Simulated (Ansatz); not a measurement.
Al₄H₇⁻, relaxed as a singlet with RKS PBE0-D4/def2-SVPD in Ansatz, starting from the GFN1-xTB geometry. Force threshold 0.02 eV/Å.

The structure comes from a short search, and lower isomers may exist.

Start:

```xyz
11

Al    0.767   -0.624    0.323
Al   -2.713    2.149    1.629
Al   -1.791    0.252    0.261
Al    2.515   -0.537   -1.509
H     0.255    0.307    1.851
H     1.875   -1.284   -2.739
H    -3.792    1.701    0.046
H     3.745   -1.307   -0.893
H    -0.529   -1.845    0.832
H     2.811    0.988   -1.772
H    -3.143    0.202    1.970
```

| step | energy (eV) | largest force component (eV/Å) | SCF passes |
| --- | --- | --- | --- |
| 1 | -26478.9901 | 1.792 | 15 |
| 2 | -26479.8627 | 0.415 | 19 |
| 3 | -26480.0682 | 0.410 | 19 |
| 4 | -26480.2204 | 0.252 | 20 |
| 5 | -26480.3635 | 0.422 | 20 |
| 6 | -26480.4971 | 0.304 | 20 |
| 7 | -26480.6320 | 0.359 | 19 |
| 8 | -26480.7669 | 0.246 | 19 |
| 9 | -26480.8264 | 0.199 | 19 |
| 10 | -26480.8515 | 0.149 | 19 |
| 11 | -26480.8755 | 0.151 | 18 |
| 12 | -26480.8965 | 0.139 | 20 |
| 13 | -26480.9042 | 0.106 | 19 |
| 14 | -26480.9094 | 0.140 | 19 |
| 15 | -26480.9128 | 0.045 | 18 |
| 16 | -26480.9149 | 0.013 | 18 |
| 17 | -26480.9155 | 0.019 | 18 |
| 18 | -26480.9157 | 0.019 | 18 |

Force components are those of the run's own axes.

End:

| atom | x (Å) | y (Å) | z (Å) |
| --- | --- | --- | --- |
| Al1 | 0.458 | -0.142 | -0.163 |
| Al2 | -3.819 | 1.422 | 1.954 |
| Al3 | -1.589 | 0.906 | 0.749 |
| Al4 | 2.669 | -0.703 | -1.489 |
| H5 | -0.031 | 0.095 | 1.453 |
| H6 | 2.141 | -1.497 | -2.800 |
| H7 | -3.311 | 0.475 | 0.516 |
| H8 | 3.496 | -1.632 | -0.446 |
| H9 | -1.221 | -0.486 | -0.384 |
| H10 | 3.376 | 0.719 | -1.807 |
| H11 | -2.169 | 0.843 | 2.418 |

Bonds formed: Al2–H7, Al2–H11, Al3–H7, Al3–H11 (atoms count from 1).

The force fell under the threshold at step 16, but the optimiser went on. No frequencies were taken in this run, so the end may be a saddle point.

It took 64 s on 4 threads of Arm Neoverse N1 on a shared host.
